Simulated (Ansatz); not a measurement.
System: 3,3,3-trifluoroprop-1-ene, C₃H₃F₃, net charge 0, singlet state. 
Structure (B3LYP-D3(BJ)/def2-TZVP (Ansatz, an electronic-structure program) minimum search):
SMILES: C=CC(F)(F)F
```xyz
9

C      2.0913    -0.0935    -0.2724
C      0.9113    -0.6893    -0.2866
C     -0.3683     0.0074     0.0456
F     -0.2004     1.3036     0.3612
F     -0.9862    -0.5842     1.0928
F     -1.2336    -0.0445    -0.9922
H      2.9913    -0.6393    -0.5204
H      2.1956     0.9516    -0.0142
H      0.7883    -1.7342    -0.5425
```

Dipole moments at this geometry, in debye (magnitudes).

```
level                 program  dipole (D)
--------------------  -------  ----------
revPBE/def2-TZVPD      Ansatz        2.30
r2SCAN/def2-TZVPD      Ansatz        2.41
B97M-V/def2-TZVPD      Ansatz        2.40
BHLYP/def2-TZVPD       Ansatz        2.66
CAM-B3LYP/def2-TZVPD   Ansatz         ___
CCSD(T)/aug-cc-pVDZ    Ansatz         ___
```

Task: What belongs in the gaps?

Result: 
- CAM-B3LYP/def2-TZVPD, dipole (D): 2.56
- CCSD(T)/aug-cc-pVDZ, dipole (D): 2.46
